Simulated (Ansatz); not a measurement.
Species: C3H4N, charge 0, multiplicity 2. It need not be the lowest isomer of its formula. 
Structure (B3LYP-D3(BJ)/def2-TZVP (Ansatz, an electronic-structure program) minimum search):
SMILES: [N+](C[CH2])#[C-]
```xyz
8

C     -1.5958     0.1356    -0.0750
C     -0.3195    -0.4769    -0.5251
N      0.8153     0.0496     0.1537
C      1.7356     0.4869     0.7180
H     -1.6177     0.8171     0.7603
H     -2.5138    -0.1446    -0.5697
H     -0.3272    -1.5646    -0.3723
H     -0.1705    -0.3286    -1.6017
```
Charge 0, spin multiplicity 2.

Basis-set convergence of Hartree-Fock and CCSD correlation energies (hartree) with Ansatz. Cores are frozen in the correlated levels unless marked. UHF or UKS for open shells. Spin-orbit coupling is left out. No relativistic terms.

| basis | functions | E(HF) | E(corr, CCSD) |
|---|---|---|---|
| cc-pVDZ | 76 | -170.31177 | -0.55831 |
| cc-pVTZ | 176 | (withheld) | (withheld) |

Fill in the missing entries.


- cc-pVTZ, E(HF): -170.35831
- cc-pVTZ, E(corr, CCSD): -0.66706
